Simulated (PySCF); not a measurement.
PySCF input for Al(OH)2(NH2) (AlH₄NO₂), SMILES [NH2][Al]([OH])[OH], C-PCM-B3LYP/def2-SVP. Coordinates come from a B3LYP-D3(BJ)/def2-SVP optimisation. Other conformers were not sampled.

```python
import numpy as np
from pyscf import gto, scf, dft
from pyscf.solvent import pcm

mol = gto.M(
    atom='''
    Al   -0.00235143    0.02016453    0.00000000
    O    -1.41417538    0.97477560    0.00000000
    H    -2.32280802    0.66596283    0.00000000
    O     1.51073942    0.79990965    0.00000000
    H     1.61144800    1.75527035    0.00000000
    N    -0.00698278   -1.74657089    0.00000000
    H     0.84038472   -2.30541795    0.00000000
    H    -0.82208904   -2.34943987    0.00000000
    ''',
    basis='def2-SVP',
    charge=0,
    spin=0,
    max_memory=1600,
    verbose=3,
)
mf = dft.RKS(mol, xc='b3lyp').density_fit(auxbasis='def2-universal-jkfit')
mf.grids.level = 3
mf.conv_tol = 1e-9
mf.max_cycle = 100
mf.kernel()
res = {}
for name, eps in {'water': 78.355, '1-octanol': 9.8629, 'acetonitrile': 35.688}.items():
    s = mf.PCM()
    s.with_solvent.method, s.with_solvent.eps, s.with_solvent.lebedev_order = 'C-PCM', eps, 29
    s.kernel(mf.make_rdm1())
    res[name] = (s.e_tot, eps, s.dip_moment(), s.mo_energy, s.converged)
    print(f'{name}: electrostatic solvation free energy {(s.e_tot - mf.e_tot) * 627.509474:.3f} kcal/mol')
```

It prints:

```
converged SCF energy = -449.964990045156

WARN: PCM is an experimental feature. It is still in testing.
Features and APIs may be changed in the future.

converged SCF energy = -449.979107272658
Dipole moment(X, Y, Z, Debye): -1.73853, -1.12935,  0.00000
water: electrostatic solvation free energy -8.859 kcal/mol

WARN: PCM is an experimental feature. It is still in testing.
Features and APIs may be changed in the future.

converged SCF energy = -449.977754919521
Dipole moment(X, Y, Z, Debye): -1.70637, -1.11217,  0.00000
1-octanol: electrostatic solvation free energy -8.010 kcal/mol

WARN: PCM is an experimental feature. It is still in testing.
Features and APIs may be changed in the future.

converged SCF energy = -449.978873128374
Dipole moment(X, Y, Z, Debye): -1.73291, -1.12635, -0.00000
acetonitrile: electrostatic solvation free energy -8.712 kcal/mol
```

Self-consistency was reached.
